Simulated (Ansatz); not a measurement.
`[AlH2][CH2][GaH2]` and `[SiH3][CH2][GaH2]` differ in one atom or group.

Ansatz, PBE0-D4/def2-TZVP geometries, multiplicity 1. 

Scalar relativity is left out up to krypton.

```
                                          property  `[AlH2][CH2][GaH2]`
               LUMO energy (B3LYP/def2-TZVPP) / eV                -2.10
             HOMO–LUMO gap (B3LYP/def2-TZVPP) / eV                 5.50
               HOMO energy (B3LYP/def2-TZVPP) / eV                -7.60
    zero-point energy (PBE0-D4/def2-TZVP) / kJ/mol                136.6
                HOMO energy (PBE0/def2-TZVPP) / eV                -7.82
size of the dipole moment (ωB97M-V/def2-TZVPP) / D                 1.00
```

(1) What does the change do to each property? (Best estimate.)

## Answers

(1) The calculation gave: 
```json
{"property": "LUMO energy (B3LYP/def2-TZVPP) / eV", "`[SiH3][CH2][GaH2]`": "-1.86", "shift": "0.24"}
{"property": "HOMO–LUMO gap (B3LYP/def2-TZVPP) / eV", "`[SiH3][CH2][GaH2]`": "5.94", "shift": "0.44"}
{"property": "HOMO energy (B3LYP/def2-TZVPP) / eV", "`[SiH3][CH2][GaH2]`": "-7.80", "shift": "-0.20"}
{"property": "zero-point energy (PBE0-D4/def2-TZVP) / kJ/mol", "`[SiH3][CH2][GaH2]`": "168.7", "shift": "32.1"}
{"property": "HOMO energy (PBE0/def2-TZVPP) / eV", "`[SiH3][CH2][GaH2]`": "-8.02", "shift": "-0.20"}
{"property": "size of the dipole moment (ωB97M-V/def2-TZVPP) / D", "`[SiH3][CH2][GaH2]`": "0.98", "shift": "-0.02"}
```

With PBE0 the HOMO falls by 0.20 eV and the LUMO rises by 0.28 eV, so the gap widens by about 0.48 eV. PBE moves the HOMO by -0.16 eV and ωB97M-V by -0.20 eV. The zero-point energy changes by 32.1 kJ/mol with +3 modes. Dipoles are sizes alone; their direction can turn.

B3LYP here is the variant with VWN-RPA as its local correlation; programs differ in this.
